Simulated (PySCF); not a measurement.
CH3Cl2NSi2, SMILES C1=N[Si](Cl)([SiH2]1)Cl.

Coordinates come from a PBE0-D3(BJ)/def2-SVP optimisation. This is a generated structure with no PubChem entry under its InChIKey; it may be hypothetical.

Computed with PySCF with SMD-ωB97X/def2-SVP.

Solvation free energies are E(SMD) − E(gas) at the gas-phase geometry, for 1 M in both phases. In vacuum the dipole moment is 3.09 D.

**Question.** Estimate the solvation free energies in water, chlorobenzene, dimethylsulfoxide. (An estimate is asked for; the answer gives what the named calculation found.)

**Answer.** 
```csv
solvent,ΔG(solv) (kcal/mol),its non-electrostatic (CDS) part,dipole (D)
water,-1.3,3.3,4.34
chlorobenzene,-4.5,-1.2,4.01
dimethylsulfoxide,-3.8,0.7,4.32
```
